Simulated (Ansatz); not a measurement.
Reaction (formal exchange of groups at the Si–Si bond): `N=C(O)[SiH2][SiH3]` + BH₃ → `B[SiH2]C(=N)O` + SiH₄

Program: Ansatz. Geometries: PBE0-D4/def2-TZVP. ΔE: electronic, gas phase. CCSD(T)/CBS adds triple-zeta CCSD(T) − MP2 to the extrapolated MP2 energy (def2 sets, frozen cores). This one scheme is used for every species. Functionals use def2-TZVPP. Each species was taken in one conformer, which may not be the lowest.

Problem. Is it downhill or uphill in electronic energy at CCSD(T)/CBS, and by how much? (An estimate is asked.)

Solution. The calculation gave: Uphill: ΔE = +8.2 kcal/mol.

Problem. What do these levels give: r2SCAN-D4, ωB97X-V, B2PLYP, HF/def2-TZVPP, SCS-MP2/def2-TZVPP, HF/CBS(def2)? (Estimate.)

Solution. Ansatz gave: r2SCAN-D4 8.3, ωB97X-V 8.0, B2PLYP 7.6, HF/def2-TZVPP 7.0, SCS-MP2/def2-TZVPP 7.7, HF/CBS(def2) 7.1 kcal/mol.

Largest T1 diagnostic among the species: 0.015.

The D4 term adds +1.0 kcal/mol with B3LYP and +0.6 kcal/mol with PBE0; it sums over pairs of atoms, weighted by their polarisabilities, and B3LYP, whose exchange is more repulsive, gets the larger term.

B3LYP here is the variant with VWN-RPA as its local correlation; programs differ in this.
